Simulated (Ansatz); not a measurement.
Reactions of `C=CC(C)(F)Cl`.

Program: Ansatz. Geometries: PBE0-D4/def2-TZVP. ΔE: electronic, gas phase. CBS: MP2 limit from def2 TZ/QZ plus the TZ coupled-cluster correction, frozen cores. This one scheme is used for every species. For Br, Ge, Se outer-core shells are correlated without core-valence functions, which leaves a few kJ/mol of doubt a bond. Scalar relativity is left out up to krypton. One conformer a species, not always the lowest.

```csv
reaction,HF/CBS(def2) (kJ/mol),CCSD(T)/CBS(def2) (kJ/mol)
`C=CC(C)(F)Cl` + `B[SeH]` → `B[Se]C=C` + `CC(F)Cl`,13,12
`C=CC(C)(F)Cl` + `[AlH2][SiH3]` → `C=C[SiH2][AlH2]` + `CC(F)Cl`,-20,-14
`C=CC(C)(F)Cl` + `SS` → `CSS` + `C=CC(F)Cl`,16,20
`C=CC(C)(F)Cl` + `[SiH3][SiH2]Br` → `C[SiH2][SiH2]Br` + `C=CC(F)Cl`,-19,-18
`C=CC(C)(F)Cl` + GeH₄ → `C[C](F)(Cl)[GeH3]` + ethylene,21,11
```

Largest T1 diagnostic: 0.013, for `B[Se]C=C`.
